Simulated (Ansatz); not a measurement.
AsS₃, relaxed as a doublet with UKS B3LYP-D4/def2-SVP in Ansatz, starting from the GFN2-xTB geometry. Force threshold 0.02 eV/Å.

The charge 0 doublet is spin-contaminated (final ⟨S²⟩ up to 1.61, 0.75 for a pure state). Another isomer (doublet) lies 1.20 eV lower at PBE0-D4/def2-TZVP; other spin states weren't run for this one.

Start:

```
atom    x (Å)    y (Å)    z (Å)
 As1   2.2708   1.3457   0.3587
  S2   1.0912  -0.2209  -0.1669
  S3  -2.1911  -1.3308  -0.3671
  S4  -1.1709   0.2060   0.1753
```

| step | energy (eV) | largest force component (eV/Å) | SCF passes |
| --- | --- | --- | --- |
| 1 | -93331.2745 | 1.893 | 93 |
| 2 | -93331.3791 | 0.168 | 49 |
| 3 | -93331.3951 | 0.313 | 41 |
| 4 | -93331.4110 | 0.193 | 40 |
| 5 | -93331.4124 | 0.257 | 38 |
| 6 | -93331.4176 | 0.029 | 41 |
| 7 | -93331.4179 | 0.011 | 39 |

Force components are those of the run's own axes.

End:

```xyz
4

As    2.233    1.418    0.390
S     1.051   -0.323   -0.204
S    -2.199   -1.301   -0.354
S    -1.085    0.206    0.168
```

By distances, no bond broke or formed. The bond that changes most is As1–S2, from 2.03 to 2.19 Å (atoms count from 1).

No frequencies were taken in this run, so the end may be a saddle point.

It took 17 s on 4 threads of Arm Neoverse V1 on a shared host.
